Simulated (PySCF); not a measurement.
# Rotational lines of RbLi

Lines J+1 ← J of the vibrational ground state, computed from PBE0 constants of RbLi, ¹Σ⁺ (singlet), closed shell (basis Rb x2c-TZVPall, Li x2c-TZVPall; spin-free X2C with a Gaussian nucleus; PySCF 2.14; masses 84.9118 and 7.0160 u), in MHz:

```tsv
J	ν (MHz)
0	12446.1
1	24891.4
2	37335.2
3	49776.9
4	62215.6
```

(1) Find B0 and the effective bond length r0; with αe = 0.00126 cm⁻¹, find Re.

Closed-shell solutions of metal pairs were not tested for spin polarisation, which can lower them a little.

Answers

(1) ν = 2B0(J+1) − 4D(J+1)³ gives B0 = 0.20758 cm⁻¹. With the reduced mass μred = 6.4805 u, r0 = √(16.8576/(μred·B0)) (u, cm⁻¹, Å) = 3.5400 Å. Be = B0 + αe/2 = 0.20821 cm⁻¹ gives Re = 3.535 Å.
